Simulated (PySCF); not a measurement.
A side-by-side comparison of computed properties.

First species: C6H11PSi.
SMILES: `C[SiH2]P1C=CCC=C1`

Second species: C7H13PSi.
SMILES with atom numbers: `[CH3:1][c:2]1[cH:3][c:4]([CH3:5])[p:6]([SiH3:7])[c:8]1[CH3:9]` (hydrogens: H10, H11, H12 on C1; H13 on C3; H14, H15, H16 on C5; H17, H18, H19 on Si7; H20, H21, H22 on C9)

Levels: PBE0/pcSseg-1 for dipole moment, HOMO energy, LUMO energy and HOMO–LUMO gap; GFN2-xTB for rotational constant A and rotational constant C. Geometries: GFN2-xTB. Each species is one conformer at its optimised geometry, gas phase, non-relativistic unless stated; the electronic structure was computed with PySCF and density fitting.

Dipoles, sizes and rotational constants follow the conformer. The torsions of the flexible species, by atom-mapped SMILES:
- `[CH3:1][SiH2:2][P:3]1[CH:4]=[CH:5][CH2:6][CH:7]=[CH:8]1`: C1–Si2–P3–C4 -171°

Which has the higher HOMO–LUMO gap?

The first: 5.72 eV against 5.24 eV, a difference of 0.48 eV.

Which has the higher rotational constant A?

The first: 2.980 GHz against 1.446 GHz, a difference of 1.534 GHz.

Which of the two has the higher LUMO energy, and by how much?

The first: -0.29 eV against -0.79 eV, a difference of 0.50 eV.

Which has the higher rotational constant C?

The first: 0.795 GHz against 0.749 GHz, a difference of 0.046 GHz.

Which has the higher dipole moment?

The first: 1.20 D against 1.11 D, a difference of 0.09 D.

On the first: The dipole matches unit charges of opposite sign 0.25 Å apart (1 e·Å = 4.8032 D).

On the second: A dipole of 1.11 D is allowed in C1, and pure rotational transitions are dipole-allowed. The dipole matches unit charges of opposite sign 0.23 Å apart (1 e·Å = 4.8032 D). GFN2-xTB frequencies show an imaginary mode (31i cm⁻¹), so this geometry is no minimum at that level.
